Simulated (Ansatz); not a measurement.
Cartesian coordinates in Å:
```
C -1.1233 -1.7297 0.3189
Al -0.8849 0.2004 0.1966
O -0.0395 0.8363 -1.2281
C 1.0773 1.4656 -0.7842
S 1.4573 0.8722 0.9652
H -1.1994 -2.0543 1.3615
H -2.0508 -2.0388 -0.1752
H -0.3066 -2.2852 -0.1504
H -1.8390 1.2332 0.9386
H 1.9679 1.2633 -1.3875
H 0.9676 2.5504 -0.6516
H 1.9734 -0.3134 0.5962
```

Total charge 0; spin multiplicity 1.

(1) List the ωB97M-V/def2-TZVPP orbital energies in eV (Ansatz 0.2.0). (An estimate is asked.)

Answers

(1) Ansatz gave: Occupied: -2427.87, -1531.48, -525.50, -284.22, -280.33, -221.85, -164.95, -164.87, -164.78, -116.07, -75.72, -75.58, -75.52, -31.11, -24.66, -21.45, -20.84, -16.74, -15.43, -15.31, -13.72, -13.28, -13.19, -12.69, -10.98, -10.63, -10.40, -9.65. Lowest empty: 1.35, 1.90, 2.08, 2.53, 3.43, 3.69, 4.14, 4.45.
